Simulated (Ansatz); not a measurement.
Saddle point of GeSiH$_{4}$Cl$_{2}$, singlet (SiH₃Cl ([SiH3][Cl]) + GeHCl ([Cl][GeH]) → GeCl₂ + SiH₄; bonds formed: Si1–H3, Ge2–Cl5; bonds broken: Si1–Cl5, Ge2–H3), PBE0-D4/def2-TZVP structure:

| atom | x (Å) | y (Å) | z (Å) |
| --- | --- | --- | --- |
| Si1 | -0.8764 | -0.1378 | 0.2282 |
| Ge2 | 2.0712 | 0.3830 | 0.1525 |
| H3 | 0.7462 | -0.4545 | 0.8060 |
| Cl4 | 1.8132 | -0.5888 | -1.8180 |
| Cl5 | 0.2321 | 1.9271 | -0.0977 |
| H6 | -1.3508 | 0.0688 | 1.6147 |
| H7 | -1.8597 | 0.3847 | -0.7543 |
| H8 | -0.7758 | -1.5825 | -0.1314 |

Energies are electronic, without zero-point energy. Barriers and step energies count from the start structure reached by relaxing down the imaginary mode; all methods use the PBE0-D4 structures, on which another method's saddle can fall below an end. Program: Ansatz 0.2.0. Basis: def2-TZVPP, with def2-QZVPP for the basis limit. Cores are frozen in the correlated methods. Filled d shells of the heavier atoms are correlated. The def2 sets are not built for correlating such inner shells, so the correlated values are less sure here. B3LYP uses VWN-RPA correlation. Extrapolation: Hartree–Fock as exp(−7.88 √X), correlation as X^−2.97.

| method | barrier (eV) | step energy (eV) |
| --- | --- | --- |
| SPW92 | 0.225 | -0.329 |
| PBE-D4 | 0.338 | -0.411 |
| BLYP-D4 | 0.490 | -0.468 |
| r2SCAN-D4 | 0.414 | -0.380 |
| B97M-V | 0.492 | -0.361 |
| PBE0-D4 | 0.452 | -0.350 |
| B3LYP-D4 | 0.567 | -0.414 |
| r2SCAN0-D4 | 0.497 | -0.334 |
| BHLYP-D4 | ? | -0.351 |
| CAM-B3LYP-D4 | 0.650 | -0.362 |
| wB97X-V | ? | -0.314 |
| wB97M-V | 0.586 | -0.307 |
| B2PLYP | 0.596 | -0.391 |
| PBE-QIDH | 0.541 | -0.306 |
| RPA on PBE | 0.588 | -0.343 |
| HF | ? | -0.334 |
| MP2 | 0.576 | -0.328 |
| CCSD | 0.692 | -0.321 |
| CCSD(T) | 0.613 | -0.335 |

Q: Fill in the withheld barriers. (Judge from chemistry; the value comes from the calculation.)

A: Computed: HF 1.034; wB97X-V 0.623; BHLYP-D4 0.701 eV. Each is the energy of the saddle less that of the start structure, by the same method.

For comparison, the barrier by CCSD(T) at an estimated basis limit (MP2 extrapolated from triple and quadruple zeta, plus CCSD(T) − MP2 in triple zeta) is 0.589 eV.

No T1 diagnostic of these runs exceeds 0.013.

Labels in which every atom is bracketed show which atoms are joined, not bond orders.

For scale, one of the runs: CCSD(T)/def2-TZVPP, 230 basis functions, launched by `ansatz run in.yaml --threads 4 --pin off --events-out ev --progress --plain --max-ram 9574MiB`. The run took 3.3 min on 4 CPU threads of an Arm Neoverse N1 (shared host), with 3.5 GiB of host memory at its peak.
